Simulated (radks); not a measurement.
Excited configurations of the nitrogen ion N3+: one electron is placed in a higher orbital outside [He] 2s1. The ground configuration is [He] 2s2. Calculated with a radial shooting solver on a logarithmic mesh with Libxc functionals: scalar-relativistic Kohn-Sham, LDA (Slater exchange, Perdew-Wang correlation), spin-polarised, spherical densities, point nucleus; open shells are filled with parallel spins first. Excitation = E - E(ground); binding = E(ion) - E, where the ion is the core of charge +4; n* = 4/sqrt(2 binding) in atomic units, and the quantum defect is n - n*.

| outer orbital | excitation (eV) | binding (eV) | quantum defect | eigenvalue (eV) | <r> (bohr) |
|---|---|---|---|---|---|
| 3s | 45.370 | 30.837 | 0.343 | -27.457 | 2.692 |
| 4f | 62.387 | 13.819 | 0.031 | -11.872 | 4.404 |
| 5f | 67.189 | 9.017 | 0.087 | -7.946 | 7.663 |
| 7s | 71.111 | 5.095 | 0.464 | -4.626 | 16.39 |
| 7d | 71.408 | 4.798 | 0.265 | -4.335 | 16.69 |
| 7f | 71.530 | 4.676 | 0.177 | -4.202 | 16.36 |

The Delta-SCF ionisation energy is 76.206 eV (NIST Atomic Spectra Database: 77.474 eV, measured). Self-interaction in the functional shifts the binding energies and quantum defects, so they are the method's values and not measured ones.
